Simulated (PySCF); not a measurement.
Isomers of C6H13BO2, from PBE0-D3(BJ)/def2-SVP geometry optimisation, gas phase (PySCF 2.14.0). One conformer each, no zero-point energy, no frequencies.

Question: Which is lowest in electronic energy at this level?
A. `[CH3:1][CH2:2][CH2:3][CH:4]1[CH2:5][O:6][BH:7][O:8][CH2:9]1` with C1–C2–C3–C4 177°, C2–C3–C4–C5 -173°, C3–C4–C5–O6 -176°, C4–C5–O6–B7 27°, C5–O6–B7–O8 0°, O6–B7–O8–C9 -1°: A = 4123, B = 814.7, C = 710.9 MHz, dipole 3.36 D
B. `[CH2:1]=[CH:2][C:3]([CH3:4])([CH3:5])[O:6][BH:7][O:8][CH3:9]` with C1–C2–C3–C4 -133°, C2–C3–O6–B7 -70°, C3–O6–B7–O8 176°, O6–B7–O8–C9 178°: A = 2597, B = 924.4, C = 820.2 MHz, dipole 1.52 D
C. `[CH3:1][C:2]([CH3:3])=[C:4]([CH3:5])[CH2:6][B:7]([OH:8])[OH:9]` with C2–C4–C6–B7 87°, C4–C6–B7–O8 66°, C6–B7–O8–H -177°, C6–B7–O9–H -3°: A = 2212, B = 1103, C = 856.4 MHz, dipole 1.28 D

Answer: C. That is `CC(C)=C(C)CB(O)O`, 8.5 kcal/mol below the next.

| SMILES | mapped SMILES | E (Eh) | relative (kcal/mol) | relative (kJ/mol) | dipole (D) |
| --- | --- | --- | --- | --- | --- |
| CC(C)=C(C)CB(O)O | [CH3:1][C:2]([CH3:3])=[C:4]([CH3:5])[CH2:6][B:7]([OH:8])[OH:9] | -411.10725 | 0.0 | 0.0 | 1.28 |
| CCCC1COBOC1 | [CH3:1][CH2:2][CH2:3][CH:4]1[CH2:5][O:6][BH:7][O:8][CH2:9]1 | -411.09366 | 8.5 | 35.7 | 3.36 |
| C=CC(C)(C)OBOC | [CH2:1]=[CH:2][C:3]([CH3:4])([CH3:5])[O:6][BH:7][O:8][CH3:9] | -411.05186 | 34.8 | 145.4 | 1.52 |

As drawn, the lowest has an O–H bond, which the highest lacks.
